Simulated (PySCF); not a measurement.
Polarisability and C₆ of Pb⁵⁵⁺ (lead, charge +55)

[Ar] 3d9, 2D determinant. All numbers are calculated (PySCF 2.14, no relativity, point nucleus, in an even-tempered Gaussian basis (16 s from 14 bohr⁻², ratio 2.5; 10 p from 18 bohr⁻², ratio 2.5; 7 d from 18 bohr⁻², ratio 2.5; 4 f from 74 bohr⁻², ratio 2.7; 3 g from 110 bohr⁻², ratio 2.7)). Coupled (time-dependent) response in atomic units; α is the mean over directions.

```json
{"method": "UHF", "mean α (bohr³)": "0.001251", "α xx, yy, zz": "0.001427, 0.001427, 0.0008995", "C₆ (like pair)": "0.0001036", "S(−4)": "1.609e-06"}
{"method": "PBE0", "mean α (bohr³)": "0.001261", "α xx, yy, zz": "0.001439, 0.001439, 0.0009041", "C₆ (like pair)": "0.0001040", "S(−4)": "1.745e-06"}
```

S(−4) is the Cauchy moment in α(ω) = α(0) + S(−4) ω² + …

Spin-orbit coupling is absent.

α(iu) at UHF:

```tsv
u (hartree)	α(iu) (bohr³)
0	0.001251
9.00	0.001153
18.0	0.001024
36.0	0.0008868
54.0	0.0008010
72.0	0.0007238
90.0	0.0006504
135	0.0004907
180	0.0003707
270	0.0002230
450	0.0001015
```

A single London oscillator, α(iu) = α/(1 + u²/ω²), gives C₆ = (3/4) ω α². Matching the computed C₆ needs ω = 4 × 0.0001036 / (3 × 0.001251²) = 88.3 hartree.

For an ion, C₆ is the dispersion term alone; charge-induced terms of lower order in 1/R come first.

The components differ because the open shell of this determinant is not spherical; for a pure term their mean is the scalar polarisability.

A non-relativistic calculation at this Z misses sizeable relativistic shifts. Spin-orbit coupling, absent here, splits the open shell strongly.
